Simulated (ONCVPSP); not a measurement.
**What one change does to a pseudopotential (scandium (Sc), ONCV)**

* Element: Sc (Z = 21)
* Generator: ONCVPSP 4.0.1
* Type: optimised norm-conserving Vanderbilt (ONCV)
* Functional: PBE
* Relativity: scalar-relativistic
* Frozen core: [Ne]
* Valence charge: 11
* Reference configuration: 3s2 3p6 3d1 4s1 (charge +1)
* Partial waves: 3s+4s: rc 1.75 bohr, ncon 3, nbas 6, qcut 6.1 1/bohr, 2 projectors; 3p: rc 1.15 bohr, ncon 5, nbas 10, qcut 8.6 1/bohr, 1 projector; 3d: rc 2.15 bohr, ncon 4, nbas 9, qcut 6.8 1/bohr, 3 projectors, debl 2.3 Ha
* Local potential: polynomial inside 1.10 bohr (lpopt 5, dvloc0 0 Ha)
* Core correction: Teter function, fcfact 2, rcfact 1.2

All-electron outer shells of the reference configuration (PBE, scalar-relativistic, ld1.x):

| shell | level (eV) | outermost node (bohr) | outermost maximum (bohr) |
| --- | --- | --- | --- |
| 2p | -395.28 | – | 0.23 |
| 3s | -62.04 | 0.42 | 0.92 |
| 3p | -40.62 | 0.39 | 0.97 |
| 3d | -9.97 | – | 1.10 |
| 4s | -9.73 | 1.32 | 2.91 |

Change: s: qcut 4.5.

Cutoffs: the cutoffs (Ha) at which the residual kinetic energy of the hardest occupied pseudo-wave falls to 1 and 0.1 mHa per electron; they do not see the model core or the augmentation charge, which bear on the density cutoff. Errors are all-electron minus pseudo energies relative to the spin-unpolarised reference configuration.

Problem. How do hardness, ghosts and transferability respond?

Solution. The potential gets neither clearly harder nor softer (29 Ha and 55 Ha → 29 Ha and 55 Ha); the p channel sets the loose cutoff, while the largest relative change is in s, which becomes softer; of the 4 tests that both files solve, the error grows in 1 and shrinks in 1 by more than 15 % and 0.3 meV (median size 15.2 → 12.9 meV); the range in which the s phases agree narrows (upper end 5.0 → 3.9); neither file shows a bound ghost.

```csv
quantity,base,changed
"cutoff, loose",29 Ha,29 Ha
"cutoff, tight",55 Ha,55 Ha
loose cutoff by channel,"s 11 Ha, p 29 Ha, d 18 Ha","s 6.4 Ha, p 29 Ha, d 18 Ha"
bound ghosts,none,none
GHOST(+) flags under 300 eV,none,none
"error for 3s2 3p6 3d1 4s2, meV [ΔE -6.90 eV]",+0.3,+0.2
"error for 3s2 3p6 3d1 4s0, meV [ΔE 12.77 eV]",-1.9,-2.2
"error for 3s2 3p6 3d0 4s0, meV [ΔE 37.64 eV]",+173,+173
"error for 3s2 3p5 3d1 4s2, meV [ΔE 33.28 eV]",-29,-24
s: phases at 1.78 bohr within 0.05 rad from the reference energy up to (Ha; the scan ends near 5),5.0,3.9
p: phases at 1.16 bohr within 0.05 rad from the reference energy up to (Ha; the scan ends near 5),4.3,4.3
d: phases at 2.18 bohr within 0.05 rad from the reference energy up to (Ha; the scan ends near 5),to the end of the scan,to the end of the scan
"rms error of d²Exc/dni dnj with the model core, mHa",0.96,1.15
```
